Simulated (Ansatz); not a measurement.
Kohn–Sham single points on `[CH3][V]([F])([F])=[S]`.

```yaml
crystal:
  periodic: [false, false, false]
  atoms:
    - {symbol: C, position_ang: [-0.888003, -0.067357, 0.514056]}
    - {symbol: V, position_ang: [0.818799, -0.028414, -0.501690]}
    - {symbol: F, position_ang: [1.839391, -1.183498, 0.255830]}
    - {symbol: F, position_ang: [0.393812, -0.319432, -2.140091]}
    - {symbol: S, position_ang: [1.464145, 1.831576, -0.220275]}
    - {symbol: H, position_ang: [-1.255724, -1.089151, 0.367526]}
    - {symbol: H, position_ang: [-0.697416, 0.135019, 1.568388]}
    - {symbol: H, position_ang: [-1.582904, 0.664156, 0.100656]}
basis:
  gaussian: {orbitals: def2-TZVPP}
hamiltonian: {xc: {name: BLYP}, dispersion: d4}
output: {orbitals: {seedname: orbitals}}
```

```sh
$ ansatz run in.yaml --threads 4 --pin off --events-out ev --progress --plain --max-ram 10444MiB
```

It prints (some lines left out):

```
Functional definition: BLYP
1393 factors; their error is unknown
mean field evaluation 1: about -43031.7713 eV, gradient 9.8e1 eV
mean field evaluation 2: about -42891.7850 eV, gradient 2.2e2 eV
mean field evaluation 4: about -42980.9177 eV, gradient 2.3e2 eV
mean field evaluation 8: about -43051.1178 eV, gradient 3.4e-1 eV
mean field -43051.11805750 eV, -1582.0994075172 hartree, gradient 2.3e-5 eV, S^2 0.000000; 0 other end points of the search recorded, 0 dependent functions left out
reference -43051.11840637 eV, -1582.0994203381 hartree; 33, 33 occupied and 208, 208 virtual orbitals, 1393 factors
Total energy: -43051.49920400 eV, -1582.1134143928 hartree
```

It took 1.9 s on 4 threads of an Intel Xeon Platinum 8488C on a shared host, with 0.36 GiB of host memory at the peak.

The same input with `hamiltonian: {xc: hse06, dispersion: d4}` (abridged; 3.5 s):

```
Functional definition: HSE06
mean field -43032.88577677 eV, -1581.4293835587 hartree, gradient 1.9e-5 eV, S^2 0.000000
Total energy: -43033.02662387 eV, -1581.4345595941 hartree
```

The same input with `hamiltonian: {xc: {name: PBE-QIDH}}` (abridged; 6 s):

```
Functional definition: PBE-QIDH
mean field evaluation 16: about -43011.6695 eV, gradient 3.3e-2 eV
mean field evaluation 32: about -43011.6695 eV, gradient 1.6e-5 eV
mean field -43011.66951889 eV, -1580.6497004626 hartree, gradient 4.1e-6 eV, S^2 0.000000; unrestricted orbitals would lower it
13 core orbitals not correlated: weight in the atoms' cores, before any rotation towards them, 1.000 or more for the frozen orbitals, at most 0.000 for the correlated occupied ones
second order -47.64302799 eV of doubles, -0.00000000 eV of singles
Total energy: -43027.55054065 eV, -1581.2333172477 hartree
```

Changing it to `hamiltonian: {xc: {name: B3LYP}, dispersion: d4}` and forces (abridged; 3.8 s):

```
Functional definition: B3LYP
mean field evaluation 16: about -43050.9874 eV, gradient 4.8e-4 eV
mean field -43050.98735352 eV, -1582.0946042347 hartree, gradient 4.8e-5 eV, S^2 0.000000
Total energy: -43051.27428310 eV, -1582.1051487023 hartree
Atom 0 force    -0.277058    -0.032113     0.155567 eV/Å
Atom 1 force    -0.103603    -0.020433     0.055153 eV/Å
Atom 2 force     0.295805    -0.335197     0.215301 eV/Å
Atom 3 force    -0.119861    -0.086759    -0.473634 eV/Å
Atom 4 force     0.190629     0.474648     0.056159 eV/Å
Atom 5 force     0.010620     0.063902     0.016637 eV/Å
Atom 6 force    -0.027756    -0.014417    -0.061486 eV/Å
Atom 7 force     0.031223    -0.049631     0.036303 eV/Å
Dipole moment:    -0.339270    -0.021329     0.197002 e Å
```

With the line `hamiltonian: {xc: {name: B97M-V}}` (abridged; 5.5 s):

```
Functional definition: B97M-V
mean field evaluation 16: about -43039.2624 eV, gradient 3.7e-3 eV
mean field -43039.26241692 eV, -1581.6637207619 hartree, gradient 5.1e-5 eV, S^2 0.000000
Total energy: -43039.26248008 eV, -1581.6637230832 hartree
```

The same input with `hamiltonian: {xc: r2scan, dispersion: d4}` and forces (abridged; 3.7 s):

```
Functional definition: r2SCAN
mean field evaluation 16: about -43046.3603 eV, gradient 9.4e-4 eV
mean field -43046.36030681 eV, -1581.9245634041 hartree, gradient 1.6e-5 eV, S^2 0.000000
Total energy: -43046.40183060 eV, -1581.9260893753 hartree
Atom 0 force    -0.118199    -0.057224     0.050677 eV/Å
Atom 1 force    -0.295575    -0.309088     0.066876 eV/Å
Atom 2 force     0.195107    -0.197034     0.105385 eV/Å
Atom 3 force    -0.042473    -0.055043    -0.288388 eV/Å
Atom 4 force     0.268521     0.606878     0.056849 eV/Å
Atom 5 force     0.000001     0.010129     0.003653 eV/Å
Atom 6 force    -0.011332     0.005241    -0.010202 eV/Å
Atom 7 force     0.003950    -0.003859     0.015150 eV/Å
Dipole moment:    -0.333298    -0.068814     0.176274 e Å
```

HSE06 is the plane-wave form, built on full-range PBE exchange.

B3LYP takes the VWN-RPA correlation (the form of Gaussian; ORCA's B3LYP/G).
